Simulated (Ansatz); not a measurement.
Geometry optimisation, Ansatz, RKS PBE-D4/cc-pVDZ.

Input file:

```yaml
crystal:
  periodic: [false, false, false]
  atoms:
    - { symbol: Si, position_ang: [0.0, 0.0, 0.0] }
    - { symbol: C, position_ang: [0.0, 0.0, 1.87] }
    - { symbol: H, position_ang: [-0.9996, -0.3092, 2.2405] }
    - { symbol: H, position_ang: [0.7676, -0.7111, 2.2405] }
    - { symbol: H, position_ang: [0.232, 1.0203, 2.2405] }
    - { symbol: Si, position_ang: [2.0935, 0.0, -0.7393] }
    - { symbol: H, position_ang: [2.5508, -1.3762, -0.9079] }
    - { symbol: H, position_ang: [2.1573, 0.6939, -2.0222] }
    - { symbol: H, position_ang: [2.951, 0.6823, 0.2255] }
    - { symbol: F, position_ang: [-0.7489, 1.2974, -0.5295] }
    - { symbol: F, position_ang: [-0.7489, -1.2974, -0.5295] }
basis:
  gaussian: { orbitals: cc-pVDZ }
hamiltonian:
  xc: pbe
  dispersion: d4
relax:
  f_tol: 0.02
  max_steps: 40
```

Run as:

```bash
$ ansatz run input.yaml --threads 2 --pin off --max-ram 3072MiB --backend cpu --events-out ev --progress --plain --runs-dir out
```

Question: Where does it end, and by what steps?

Answer: The run converged. The force dipped under the threshold on the way, but the program's further checks kept it going. After 11 steps the energy has fallen by 0.440 eV; H9 moved furthest, 0.71 Å.

| step | energy less start (eV) | largest force component (eV/Å) | accepted |
| --- | --- | --- | --- |
| 0 | 0.0000 | 2.462 | yes |
| 1 | -0.3309 | 1.164 | yes |
| 2 | -0.4055 | 0.424 | yes |
| 3 | -0.4147 | 0.090 | yes |
| 4 | -0.4266 | 0.142 | yes |
| 5 | -0.4273 | 0.262 | yes |
| 6 | -0.4341 | 0.093 | yes |
| 7 | -0.4371 | 0.018 | yes |
| 8 | -0.4376 | 0.127 | yes |
| 9 | -0.4393 | 0.031 | yes |
| 10 | -0.4397 | 0.003 | yes |
| 11 | -0.4397 | 0.006 | yes |

```xyz
11
Properties=species:S:1:pos:R:3
Si 0.045 0.063 0.095
C -0.100 -0.121 1.950
H -1.167 -0.106 2.252
H 0.348 -1.080 2.280
H 0.426 0.709 2.463
Si 2.204 0.055 -0.843
H 2.893 -1.250 -0.526
H 2.113 0.221 -2.338
H 3.017 1.187 -0.263
F -0.699 1.479 -0.356
F -0.825 -1.157 -0.627
```

Whether the end is a true minimum wasn't checked by a vibrational analysis.

Run time: 29 s on 2 threads of Intel(R) Xeon(R) Platinum 8259CL CPU @ 2.50GHz (Skylake/Cascade Lake), with other jobs on the host, peak memory 0.17 GiB.
